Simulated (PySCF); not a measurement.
Gas-phase reaction: InI3 + Cl2 → InI + 2 ICl

Method: PySCF energies plus ideal-gas RRHO corrections (1 bar). † marks an energy on the PBE0/def2-TZVP geometry and frequencies; other levels use their own. MP2 and CCSD(T) freeze the core. All species are closed-shell singlets. B3LYP is the form with VWN-RPA correlation. I, In: scalar-relativistic def2 core potential, no spin-orbit coupling. MP2 isn't extrapolated to the basis-set limit. CCSD(T) isn't extrapolated to the basis-set limit.

| level | ΔH°(298 K), kJ |
|---|---|
| B3LYP/def2-TZVP† | … |
| CCSD(T)/def2-TZVPP† | 185 |
| HF/def2-TZVP† | 183 |
| M06-2X/def2-TZVP† | 197 |
| MP2/def2-SVP† | 233 |
| PBE/def2-TZVP† | … |
| PBE0/def2-QZVP† | … |
| PBE0/def2-SVP† | … |
| PBE0/def2-TZVP | 174 |
| LDA/def2-TZVP† | 187 |

Fill in the missing entries.


- B3LYP/def2-TZVP†, ΔH°(298 K), kJ: 134
- PBE/def2-TZVP†, ΔH°(298 K), kJ: 149
- PBE0/def2-QZVP†, ΔH°(298 K), kJ: 169
- PBE0/def2-SVP†, ΔH°(298 K), kJ: 181
